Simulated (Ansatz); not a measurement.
C2H4Si, SMILES `C=C[SiH]` (excited triplet; C–C–Si–H torsion 0°) (charge 0, multiplicity 3). This triplet is an excited state, 1.00 eV above the relaxed singlet at the level B3LYP/cc-pVTZ // PBE0-D3(BJ)/def2-TZVP (Ansatz, an electronic-structure program).

Cartesian coordinates (Å):
SMILES: C=C[SiH]
```xyz
7

C     -0.9644    -0.1751     0.1910
C      0.0268     0.6372    -0.2152
Si     1.7832     0.1530    -0.2965
H     -0.7816    -1.1978     0.5053
H     -1.9955     0.1630     0.2209
H     -0.2232     1.6516    -0.5175
H      2.1546    -1.2319     0.1120
```
Charge 0, spin multiplicity 3.

Frozen-core energies in cc-pVDZ from Ansatz at a geometry from PBE0-D3(BJ)/def2-TZVP; the HF reference has <S^2> = 2.18 and the T1 diagnostic is 0.034.

```csv
level,energy (Ha)
HF,-366.90607
MP2,-367.22536
CCSD,-367.27305
CCSD(T),-367.28601
```

Question: Estimate the energies of CCSDT and CCSDT(Q), and give each level's difference from CCSDT(Q).

Answer: 
```
level     energy (Ha)  difference from CCSDT(Q) (mHa)
--------  -----------  ------------------------------
MP2        -367.22536                           63.13
CCSD       -367.27305                           15.44
CCSD(T)    -367.28601                            2.49
CCSDT      -367.28757                            0.92
CCSDT(Q)   -367.28849                            0.00
```
